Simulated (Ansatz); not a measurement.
**Abstraction of Cl: SiH(CH3)Cl2 + InHCl → SiH(CH3)Cl + InHCl2**

Species: SiH(CH3)Cl2 (methyldichlorosilane), singlet; InHCl `[Cl][InH]`, doublet; SiH(CH3)Cl, doublet; InHCl2 `[Cl][InH][Cl]`, singlet. A radical takes Cl: the energy is the difference in strength between the Si–Cl bond broken and the In–Cl bond made.

Shapes, held fixed at every level: PBE0-D4/def2-TZVP. Programs: Ansatz 0.2.0. The zero-point and thermal change to 298 K, harmonic and unscaled (PBE0-D4/def2-TZVP), is -0.2 kJ/mol.

Question: Estimate ΔH(298 K) of this reaction.

Answer: The highest level, CCSD(T)/def2-TZVPP, gives ΔH(298 K) = +85.1 kJ/mol; the levels span +76.0 to +92.9. The column of differences is taken from that level and isn't an error. No measured value is set beside it here. Open shells run unrestricted. For atoms past krypton def2 sets carry core potentials with scalar relativity. Outer-core shells of In are correlated, in sets that cover them unevenly.

```
               level                   kind  ΔH(298 K) (kJ/mol)  less CCSD(T)/def2-TZVPP
      MP2/def2-TZVPP    perturbation theory               +87.0                     +1.9
    SPW92/def2-TZVPP                    LDA               +92.9                     +7.8
r2SCAN-D4/def2-TZVPP               meta-GGA               +86.4                     +1.3
 BHLYP-D4/def2-TZVPP          global hybrid               +90.1                     +5.0
    CCSD(T)/def2-SVP  coupled cluster or CI               +76.0                     -9.1
     CCSD/def2-TZVPP  coupled cluster or CI               +85.0                     -0.1
  CCSD(T)/def2-TZVPP  coupled cluster or CI               +85.1                      0.0
```
